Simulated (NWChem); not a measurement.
System: CBCl2NO; SMILES O=C=NB(Cl)Cl

Here is an NWChem input.

```
start job
memory heap 200 mb stack 900 mb global 1100 mb
geometry units angstroms noautosym nocenter noautoz
  B      0.002013     0.435759     0.000000
  Cl    -1.524150     1.296067     0.000000
  Cl     1.501826     1.340507     0.000000
  N      0.022569    -0.964296     0.000000
  C      0.016677    -2.162177     0.000000
  O      0.014451    -3.325195     0.000000
end
basis spherical
  * library def2-svp
end
dft
  xc b3lyp
  iterations 150
  mulliken
end
task dft energy
esp
  recalculate
  probe 0.07
  range 0.3
  factor 1.0
  spacing 0.02
end
task esp
```

Excerpt of the output:

```
             Northwest Computational Chemistry Package (NWChem) 7.3.0
             --------------------------------------------------------

                             Geometry "geometry" -> ""
                             -------------------------

 Output coordinates in angstroms (scale by  1.889725989 to convert to a.u.)

  No.       Tag          Charge          X              Y              Z
 ---- ---------------- ---------- -------------- -------------- --------------
    1 B                    5.0000     0.00201300     0.43575900     0.00000000
    2 Cl                  17.0000    -1.52415000     1.29606700     0.00000000
    3 Cl                  17.0000     1.50182600     1.34050700     0.00000000
    4 N                    7.0000     0.02256900    -0.96429600     0.00000000
    5 C                    6.0000     0.01667700    -2.16217700     0.00000000
    6 O                    8.0000     0.01445100    -3.32519500     0.00000000

 Effective nuclear repulsion energy (a.u.)     283.7021692242

                                 NWChem DFT Module
                                 -----------------

 Summary of "ao basis" -> "ao basis" (spherical)
 ------------------------------------------------------------------------------
       Tag                 Description            Shells   Functions and Types
 ---------------- ------------------------------  ------  ---------------------
 B                          def2-svp                 6       14   3s2p1d
 Cl                         def2-svp                 8       18   4s3p1d
 N                          def2-svp                 6       14   3s2p1d
 C                          def2-svp                 6       14   3s2p1d
 O                          def2-svp                 6       14   3s2p1d

            General Information
            -------------------
          SCF calculation type: DFT
          Wavefunction type:  closed shell.
          No. of atoms     :     6
          No. of electrons :    60
           Alpha electrons :    30
            Beta electrons :    30
          Charge           :     0
          Spin multiplicity:     1
          Use of symmetry is: off; symmetry adaption is: off
          Maximum number of iterations: 150
          AO basis - number of functions:    92
                     number of shells:    40
          Convergence on energy requested:  1.00D-06
          Convergence on density requested:  1.00D-05
          Convergence on gradient requested:  5.00D-04

              XC Information
              --------------
                         B3LYP Method XC Potential
                     Hartree-Fock (Exact) Exchange  0.200
                        Slater Exchange Functional  0.800 local
                    Becke 1988 Exchange Functional  0.720 non-local
              Lee-Yang-Parr Correlation Functional  0.810
                  VWN I RPA Correlation Functional  0.190 local

             Grid Information
             ----------------
          Grid used for XC integration:  medium
          Radial quadrature: Mura-Knowles
          Angular quadrature: Lebedev.
          Tag              B.-S. Rad. Rad. Pts. Rad. Cut. Ang. Pts.
          ---              ---------- --------- --------- ---------
          B                   0.85       49           8.0       434
          Cl                  1.00       88          10.0       590
          N                   0.65       49           8.0       434
          C                   0.70       49          10.0       434
          O                   0.60       49          12.0       434
          Grid pruning is: on
          Number of quadrature shells:   372
          Spatial weights used:  Erf1

      Superposition of Atomic Density Guess
      -------------------------------------

 Sum of atomic energies:       -1109.71117906

      Non-variational initial energy
      ------------------------------

 Total energy =   -1112.119270
 1-e energy   =   -2094.042584
 2-e energy   =     698.221144
 HOMO         =      -0.374177
 LUMO         =       0.023412

     ---------------------------------------------
      Total Density - Mulliken Population Analysis
     ---------------------------------------------

[...]

                     NWChem Electrostatic Potential Fit Module
                     -----------------------------------------

 Atom parameters

 Number of atoms is                                    6
 Number of basis functions is                         92

 Grid parameters

 Maximum number of grid points is                  30281
 Number of grid points is                          30280
 Grid range                                     0.300000 nm
 Grid spacing                                   0.020000 nm
 Probe radius                                   0.070000 nm
 Atom radius factor                             1.000000

 Atomic radii

    5    0.158000
    6    0.147000
    7    0.140000
    8    0.136000
   17    0.169000
 FASTESP  F
  using M.O. file = ./job.movecs

    Atom              Coordinates                           Charge

                                                  ESP

    1 B     0.000201    0.043576    0.000000    0.396310
    2 Cl   -0.152415    0.129607    0.000000   -0.134178
    3 Cl    0.150183    0.134051    0.000000   -0.134697
    4 N     0.002257   -0.096430    0.000000   -0.394737
    5 C     0.001668   -0.216218    0.000000    0.614340
    6 O     0.001445   -0.332520    0.000000   -0.347037
                                            ------------
                                                0.000000

 Dipole moment                                  0.046365

 Quadrupole moment Qxx                          1.558698
                   Qyy                         -9.712369
                   Qzz                          8.153671

 RMS deviation kJ/mol                           0.074214

 RRMS %                                        39.208156
```

Level: B3LYP/def2-SVP. The geometry was optimised at PBE0/def2-SVP.
